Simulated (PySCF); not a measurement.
FH2NSi, neutral, multiplicity 1. Atoms are numbered in the order given.

```xyz
5

Si     0.6264    -0.0978     0.0000
F     -0.5336    -1.2317     0.0000
N     -0.3705     1.2817     0.0000
H     -1.3808     1.2668     0.0000
H      0.0070     2.2165     0.0000
```

Coordinates come from a PBE0-D3(BJ)/def2-TZVP optimisation. One conformer was computed; it need not be the lowest.

Method: M06-2X/def2-TZVPD (PySCF).

Symmetry labels are those of the subgroup Cs that the program uses (full group Cs).

Computed valence orbital energies around the gap with their symmetry:
| orbital | symmetry | energy (eV) |
|---|---|---|
| HOMO−7 | A' | -26.44 |
| HOMO−6 | A' | -17.08 |
| HOMO−5 | A' | -15.99 |
| HOMO−4 | A' | -14.87 |
| HOMO−3 | A" | -14.30 |
| HOMO−2 | A' | -13.71 |
| HOMO−1 | A" | -10.00 |
| HOMO | A' | -8.32 |
| LUMO | A" | -0.38 |
| LUMO+1 | A' | 0.46 |
| LUMO+2 | A' | 0.83 |
| LUMO+3 | A' | 1.51 |
